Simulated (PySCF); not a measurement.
Cs(Br) anion (BrCs), SMILES [Cs][Br] (connectivity only; charge and spin as stated), charge -1, multiplicity 2.

Geometry optimised at B3LYP-D3(BJ)/def2-TZVPD. The spin state was assumed, not searched. The def2 effective core potentials stand for the cores of Cs; spin–orbit coupling is left out.

Computed with PySCF with PBE/def2-TZVPD.

Isolated molecule, no solvent. A positive occupied level means that this level leaves the electron formally unbound; only the finite basis holds it.

Computed frontier levels, dipole moment:
```json
{
 "α spin, highest occupied and lowest empty level": "0.66 and 1.43 eV",
 "β spin, highest occupied and lowest empty level": "-1.63 and 1.35 eV",
 "dipole_moment_about_the_centre_of_nuclear_charge": "2.07 D",
 "⟨S²⟩": "0.750 (pure state 0.75)"
}
```
